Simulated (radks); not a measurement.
The numbers below are computed, except where a source is named.
The mean radii <r> (bohr) of the occupied orbitals of an atom or ion are listed with their occupations. Level of theory: scalar-relativistic Kohn-Sham, r2SCAN, spin-polarised, spherical densities, finite nucleus; meta-GGA in the generalised Kohn-Sham scheme; Fermi nuclear charge, rms radius of each element as measured or else 0.836 A^(1/3) + 0.57 fm (a radial shooting solver on a logarithmic mesh with Libxc functionals).

| orbital | occ. | <r> |
|---|---|---|
| 1s up | 1 | 0.02723 |
| 1s down | 1 | 0.02723 |
| 2s up | 1 | 0.1171 |
| 2s down | 1 | 0.1171 |
| 2p up | 3 | 0.1025 |
| 2p down | 3 | 0.1025 |
| 3s up | 1 | 0.3134 |
| 3s down | 1 | 0.3134 |
| 3p up | 3 | 0.3116 |
| 3p down | 3 | 0.3116 |
| 3d up | 5 | 0.2886 |
| 3d down | 5 | 0.2886 |
| 4s up | 1 | 0.7403 |
| 4s down | 1 | 0.7406 |
| 4p up | 3 | 0.7913 |
| 4p down | 3 | 0.7912 |
| 4d up | 5 | 0.9132 |
| 4d down | 5 | 0.9105 |
| 5s up | 1 | 1.799 |
| 5s down | 1 | 1.785 |
| 5p up | 1 | 2.027 |

Name the element and its charge. Open shells, if any, are filled with parallel spins first.

Answer. Z = 53, iodine, charge +4: I4+ in [Kr] 4d10 5s2 5p1. The 1s radius gives Z: for a bare nucleus <r> = (2 gamma + 1)/(2Z) with gamma = sqrt(1 - (Z/c)^2), 0.02683 bohr for Z = 53, and screening makes it slightly larger (0.02723 here). The occupations add up to 49, and the charge is Z minus that.
